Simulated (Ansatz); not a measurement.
`[BH2][GaH][OH]` + `[AsH3]` → `B[AsH2]` + `[OH][GaH2]` at 700 K and 1 bar (cleavage of the B–Ga bond).

Gas-phase electronic energies from Ansatz, PBE0-D4/def2-TZVP geometries. CCSD(T)/CBS adds triple-zeta CCSD(T) − MP2 to the extrapolated MP2 energy (def2 sets, frozen cores). For As, Ga outer-core shells are correlated without core-valence functions, which leaves a few kJ/mol of doubt a bond. Scalar relativity is left out up to krypton. Each species was taken in one conformer, which may not be the lowest.

| species | CCSD(T)/CBS energy (Eh) | H − E (kJ/mol) | S (J/(mol·K)) |
| --- | --- | --- | --- |
| `[BH2][GaH][OH]` | -2026.29567 | 163.5 | 393.7 |
| `[AsH3]` | -2236.79077 | 87.1 | 262.7 |
| `B[AsH2]` | -2262.17165 | 138.8 | 334.6 |
| `[OH][GaH2]` | -2000.92981 | 111.5 | 322.8 |

H − E and S are ideal-gas, rigid-rotor, harmonic terms from PBE0-D4/def2-TZVP, for one conformer and one mirror image of each species. 1 Eh = 2625.50 kJ/mol, R = 8.31446 J/(mol·K).

By hand: ΔE, ΔH, ΔS and ΔG.

ΔE = (-2262.17165) + (-2000.92981) − (-2026.29567) − (-2236.79077) = -0.01502 Eh = -39.4 kJ/mol. Δ(H − E) = 138.8 + 111.5 − 163.5 − 87.1 = -0.3, so ΔH = -39.7 kJ/mol. ΔS = 334.6 + 322.8 − 393.7 − 262.7 = 1.0 J/(mol·K). ΔG = -39.7 − 700 × (1.0)/1000 = -40.4 kJ/mol.

By hand: the equilibrium constant, and the temperature at which ΔG would vanish if ΔH and ΔS stayed fixed.

log₁₀ K = −ΔG/(RT ln 10) = 3.0. ΔH and −TΔS have one sign here, so there is no such temperature. One of them is within its doubt of zero, so this could turn.

The number of gas molecules stays the same, so ΔS is small and ΔH decides. A doubt of 5 kJ/mol in ΔE shifts log₁₀ K by 0.4 here. Other conformers and mirror images would add mixing entropy, several J/(mol·K) or more a flexible species. These are equilibria of isolated gas molecules and say nothing of rates. Largest T1 diagnostic: 0.015 (customary marks: 0.02 for closed shells, 0.045 for open ones).
